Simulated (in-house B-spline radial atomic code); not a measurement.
The fluorine ion F⁺ is squeezed into an impenetrable sphere of radius R (the orbitals vanish at R). Caution: exact exchange at fractional occupations of open shells leaves self-interaction of up to several eV. All numbers are computed (non-relativistic PBE0, spin-polarised, spherical fractional occupations; point nucleus) with a radial B-spline atomic code at the basis-set limit, not measured.

Energies in eV above the free ion in [He] 2s2 2p4:

| R (bohr) | highest level (eV) | [He] 2s2 2p4 | [He] 2s1 2p5 | -dE/dV in [He] 2s2 2p4 (GPa) |
| --- | --- | --- | --- | --- |
| 7.27 | -25 | 2.375e-05 | 19.63 | 0.000101 |
| 6.38 | -25 | 0.0002435 | 19.63 | 0.00135 |
| 5.24 | -25 | 0.004827 | 19.63 | 0.0397 |
| 4.38 | -24.9 | 0.04606 | 19.69 | 0.542 |
| 3.72 | -24.6 | 0.2608 | 19.95 | 4.27 |
| 3.05 | -23.3 | 1.534 | 21.44 | 37.8 |
| 2.54 | -20.2 | 6.033 | 26.42 | 218 |
| 2.29 | -16.9 | 11.94 | 32.73 | 539 |
| 1.73 | 1.16 | 57.65 | 79.41 | 4790 |
| 1.5 | 18.3 | 113.4 | 134.6 | 13000 |

(1) Does [He] 2s1 2p5 fall below [He] 2s2 2p4 under compression?

The highest level is first positive in the row R = 1.73 bohr, pushed up by confinement above the zero of the free ion's potential. Each configuration is held fixed and needn't be the lowest in the sphere.

## Answers

(1) No, it stays above over the whole range.
